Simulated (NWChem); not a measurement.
System: CH5FOSi; SMILES C[Si@@H](F)O

Input file for NWChem:

```
start job
memory heap 200 mb stack 900 mb global 1100 mb
geometry units angstroms noautoz
  C     -0.270849     1.660313     0.218499
  Si     0.021964    -0.092675    -0.362725
  O     -1.109994    -1.172297     0.220559
  F      1.519362    -0.523550     0.159623
  H     -0.194354     1.734860     1.323023
  H     -1.276469     2.016176    -0.084186
  H      0.483597     2.347697    -0.215837
  H     -0.012785    -0.253736    -1.846512
  H     -1.272230    -1.136683     1.179112
end
basis spherical
  C library 6-31+g*
  Si library 6-31+g*
  O library 6-31+g*
  F library 6-31+g*
  H library 6-31+g*
end
dft
  xc xcamb88 1.00 lyp 0.81 vwn_5 0.19 hfexch 1.00
  cam 0.33 cam_alpha 0.19 cam_beta 0.46
  iterations 150
end
tddft
  nroots 6
  notriplet
end
task tddft energy
```

Parts of the log:

```
             Northwest Computational Chemistry Package (NWChem) 7.3.0
             --------------------------------------------------------

 C1  symmetry detected

                             Geometry "geometry" -> ""
                             -------------------------

 Output coordinates in angstroms (scale by  1.889725989 to convert to a.u.)

  No.       Tag          Charge          X              Y              Z
 ---- ---------------- ---------- -------------- -------------- --------------
    1 C                    6.0000    -0.41586379     1.65479115     0.20508997
    2 Si                  14.0000     0.01082658    -0.07671028    -0.35737409
    3 O                    8.0000    -1.06822189    -1.22654142     0.19096482
    4 F                    9.0000     1.51379068    -0.40768755     0.21904107
    5 H                    1.0000    -0.38333201     1.73677771     1.31125537
    6 H                    1.0000    -1.43124866     1.94353648    -0.13424462
    7 H                    1.0000     0.30701995     2.38893050    -0.20577718
    8 H                    1.0000     0.03891871    -0.24319566    -1.84070327
    9 H                    1.0000    -1.26608844    -1.19933265     1.14307891

 Effective nuclear repulsion energy (a.u.)     180.0342698543

                                 NWChem DFT Module
                                 -----------------

 Summary of "ao basis" -> "ao basis" (spherical)
 ------------------------------------------------------------------------------
       Tag                 Description            Shells   Functions and Types
 ---------------- ------------------------------  ------  ---------------------
 C                          6-31+g*                  8       18   4s3p1d
 Si                         6-31+g*                 10       22   5s4p1d
 O                          6-31+g*                  8       18   4s3p1d
 F                          6-31+g*                  8       18   4s3p1d
 H                          6-31+g*                  2        2   2s

            General Information
            -------------------
          SCF calculation type: DFT
          Wavefunction type:  closed shell.
          No. of atoms     :     9
          No. of electrons :    42
           Alpha electrons :    21
            Beta electrons :    21
          Charge           :     0
          Spin multiplicity:     1
          Use of symmetry is: off; symmetry adaption is: off
          Maximum number of iterations: 150
          AO basis - number of functions:    86
                     number of shells:    44
          Convergence on energy requested:  1.00D-06
          Convergence on density requested:  1.00D-05
          Convergence on gradient requested:  5.00D-04

              XC Information
              --------------
                     Hartree-Fock (Exact) Exchange  1.000
                   CAM-Becke88 Exchange Functional  1.000
                      VWN V Correlation Functional  0.190 local
              Lee-Yang-Parr Correlation Functional  0.810

           Range-Separation Parameters
           ---------------------------
           Alpha           :  0.19
           Beta            :  0.46
           Gamma           :  0.33
           Short-Range HF  :     F

             Grid Information
             ----------------
          Grid used for XC integration:  medium
          Radial quadrature: Mura-Knowles
          Angular quadrature: Lebedev.
          Tag              B.-S. Rad. Rad. Pts. Rad. Cut. Ang. Pts.
          ---              ---------- --------- --------- ---------
          C                   0.70       49          11.0       434
          Si                  1.10       88          11.0       590
          O                   0.60       49          12.0       434
          F                   0.50       49          11.0       434
          H                   0.35       45          11.0       434
          Grid pruning is: on
          Number of quadrature shells:   460
          Spatial weights used:  Erf1

      Superposition of Atomic Density Guess
      -------------------------------------

 Sum of atomic energies:        -503.10742998

      Non-variational initial energy
      ------------------------------

 Total energy =    -504.440011
 1-e energy   =   -1053.162712
 2-e energy   =     368.688431
 HOMO         =      -0.380226
 LUMO         =       0.022243

   convergence    iter        energy       DeltaE   RMS-Dens  Diis-err
 ---------------- ----- ----------------- --------- --------- ---------
 d= 0,ls=0.0,diis     1   -505.6255412808 -6.86D+02  1.35D-02  8.11D-01
 d= 0,ls=0.0,diis     2   -505.6287704732 -3.23D-03  5.91D-03  1.02D+00
 d= 0,ls=0.0,diis     3   -505.7121749654 -8.34D-02  7.87D-04  1.28D-02
 d= 0,ls=0.0,diis     4   -505.7133222402 -1.15D-03  2.53D-04  5.89D-04
 d= 0,ls=0.0,diis     5   -505.7133905328 -6.83D-05  6.19D-05  5.65D-05
  Resetting Diis
 d= 0,ls=0.0,diis     6   -505.7133980688 -7.54D-06  2.21D-05  1.84D-06
 d= 0,ls=0.0,diis     7   -505.7133983812 -3.12D-07  4.85D-06  7.21D-08

[...]

                                NWChem TDDFT Module
                                -------------------

            General Information
            -------------------
           No. of orbitals :     172
            Alpha orbitals :      86
             Beta orbitals :      86
        Alpha frozen cores :       0
         Beta frozen cores :       0
     Alpha frozen virtuals :       0
      Beta frozen virtuals :       0
         Spin multiplicity :       1
    Number of AO functions :      86
        Use of symmetry is : off
      Symmetry adaption is : off
         Schwarz screening :  0.10D-07

              XC Information
              --------------
              Hartree-Fock (Exact) Exchange   1.00
            CAM-Becke88 Exchange Functional   1.00
               VWN V Correlation Functional   0.19 local
       Lee-Yang-Parr Correlation Functional   0.81
           Alpha           :  0.19
           Beta            :  0.46
           Gamma           :  0.33

             TDDFT Information
             -----------------
          Calculation type : TDDFT
         Wavefunction type : Restricted singlets
          No. of electrons :      42
           Alpha electrons :      21
            Beta electrons :      21
              No. of roots :       6
          Max subspacesize :    5200
            Max iterations :     100
               Target root :       1
           Target symmetry : none
      Symmetry restriction : off
                 Algorithm : Optimal
        Davidson threshold :  0.10D-03

    6 smallest eigenvalue differences (eV)
--------------------------------------------------------
  No. Spin  Occ  Vir  Irrep   E(Occ)    E(Vir)   E(Diff)
--------------------------------------------------------
    1    1   21   22 a        -0.385     0.014    10.861
    2    1   21   23 a        -0.385     0.037    11.488
    3    1   20   22 a        -0.415     0.014    11.689
    4    1   21   24 a        -0.385     0.050    11.840
    5    1   21   25 a        -0.385     0.055    11.958
    6    1   20   23 a        -0.415     0.037    12.315
--------------------------------------------------------

  Entering Davidson iterations
  Restricted singlet excited states

  Iter   NTrls   NConv    DeltaV     DeltaE      Time
  ----  ------  ------  ---------  ---------  ---------
    1      6       0     0.67E-01   0.10+100       22.0
    2     18       0     0.33E-01   0.13E-01       22.9
    3     30       0     0.12E-01   0.17E-02       21.4
    4     42       0     0.62E-01   0.91E-02       26.9
    5     54       0     0.25E-01   0.66E-02       24.5
    6     66       0     0.81E-02   0.68E-03       30.5
    7     78       1     0.28E-02   0.87E-04       31.5
    8     88       5     0.95E-03   0.62E-05       29.1
    9     90       5     0.29E-03   0.53E-06       21.6
   10     92       5     0.11E-03   0.43E-07       21.7
   11     93       6     0.98E-04   0.18E-08       20.7
  ----  ------  ------  ---------  ---------  ---------
  Convergence criterion met

  Ground state a        -505.713398381211 a.u.

  ----------------------------------------------------------------------------
  Root   1 singlet a              0.286372122 a.u.                7.7926 eV
  ----------------------------------------------------------------------------
     Transition Moments    X  0.23534   Y -0.48423   Z -0.06784
     Dipole Oscillator Strength                    0.0562173518
     Electric Quadrupole                           0.0000000614
     Magnetic Dipole                               0.0000012071
     Total Oscillator Strength                     0.0562186203

     Occ.   16  a   ---  Virt.   23  a   -0.05723 X
     Occ.   19  a   ---  Virt.   22  a    0.07669 X
     Occ.   20  a   ---  Virt.   22  a   -0.33196 X
     Occ.   20  a   ---  Virt.   23  a   -0.17814 X
     Occ.   20  a   ---  Virt.   25  a    0.05126 X
     Occ.   20  a   ---  Virt.   32  a    0.07984 X
     Occ.   21  a   ---  Virt.   22  a    0.84605 X
     Occ.   21  a   ---  Virt.   23  a    0.26093 X
     Occ.   21  a   ---  Virt.   25  a   -0.10003 X
     Occ.   21  a   ---  Virt.   29  a    0.09667 X
     Occ.   21  a   ---  Virt.   30  a    0.10800 X
     Occ.   21  a   ---  Virt.   32  a   -0.05039 X
  ----------------------------------------------------------------------------
  Root   2 singlet a              0.305570800 a.u.                8.3150 eV
  ----------------------------------------------------------------------------
     Transition Moments    X -0.18190   Y -0.22309   Z -0.22940
     Dipole Oscillator Strength                    0.0275990809
     Electric Quadrupole                           0.0000004053
     Magnetic Dipole                               0.0000008613
     Total Oscillator Strength                     0.0276003475

[...]
```

Level: CAM-B3LYP/6-31+G* (spherical d), full TDDFT. All runs use the structure optimised with PBE-D3(BJ)/def2-SVP.
